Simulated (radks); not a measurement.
Values are calculated unless marked as measured or tabulated.
Task: Species: Fe. Configuration: [Ar] 3d5.5 4s1.5 4p1 (fractional occupations, a model configuration). Code: a radial shooting solver on a logarithmic mesh with Libxc functionals. Model: Dirac Kohn-Sham, PBEsol, spin-unpolarised, spherical densities, finite nucleus; open shells fill j = l - 1/2 first; Fermi nuclear charge, rms radius 3.7377 fm. Some entries of the table are withheld. Estimate them.

orbital  occ.  eigenvalue (eV)  <r^2> (bohr^2)
1s1/2       2        -6994.576        0.004602
2s1/2       2        -823.3645         0.08423
2p1/2       2              (1)         0.06717
2p3/2       4              (2)         0.06879
3s1/2       2         -98.1870             (3)
3p1/2       2         -65.3091          0.8467
3p3/2       4         -63.7501          0.8652
3d3/2       4              (4)           1.528
3d5/2     1.5              (5)           1.544
4s1/2     1.5          -6.8943           9.143
4p1/2       1          -2.3828           17.72
4p3/2       0          -2.3204           18.15

Result: 
(1) 2p1/2 eigenvalue (eV): -710.8373
(2) 2p3/2 eigenvalue (eV): -698.3790
(3) 3s1/2 <r^2> (bohr^2): 0.7552
(4) 3d3/2 eigenvalue (eV): -11.5473
(5) 3d5/2 eigenvalue (eV): -11.3855
